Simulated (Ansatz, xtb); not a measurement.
## Relaxing a trial structure of H4In2NO

The starting geometry of this gas-phase doublet was built from a drawn formula by distance geometry; its bonds are those of `[NH2][In]([OH])[InH]`.

```xyz
8

In   -2.2291    1.4991   -1.8467
In   -4.7312    1.1790   -0.4030
N    -0.6656    1.8425   -0.4621
O    -1.2609    0.1260   -3.4158
H    -0.6940    2.1314    0.5396
H    -0.0834    0.9549   -0.6080
H    -1.0381   -0.5974   -2.8372
H    -5.7209   -0.0321    0.0712
```

Q: Where would you expect an optimisation with r2SCAN-D4/def2-SVP to take it?

A: It keeps its bonds, and is `[NH2][In]([OH])[InH]`. Distances that change by over a tenth: In1–O4 (2.30 → 2.03 Å).

The energy falls by 1.25 eV over 14 steps:

```tsv
step	E − E(last) (eV)
1	1.250
2	0.467
4	0.216
5	0.102
7	0.041
8	0.013
10	0.001
11	0.001
13	0.000
14	0.000
```

Final geometry (Å):

```csv
atom,x (Å),y (Å),z (Å)
In,-2.1832,0.8160,-1.2561
In,-4.9390,1.2356,-0.8587
N,-0.5008,1.7684,-0.5139
O,-1.7633,-0.1477,-2.9888
H,-0.5739,2.1019,0.4480
H,0.3553,1.2127,-0.5702
H,-0.8483,0.0067,-3.2646
H,-5.9700,0.1098,0.0422
```

From the same start GFN2-xTB ends elsewhere, differing in In1–In2 (4.49 against 2.82 Å here), In2–O4 (2.26 against 4.07 Å here).

No frequencies were run, so the end isn't proven a minimum. Open shells are spin-unrestricted. Atoms past krypton carry core potentials, without spin–orbit terms. Run with Ansatz 0.2.0, 96 s on 2 threads of Intel(R) Xeon(R) Platinum 8488C (Sapphire Rapids), on a shared host.
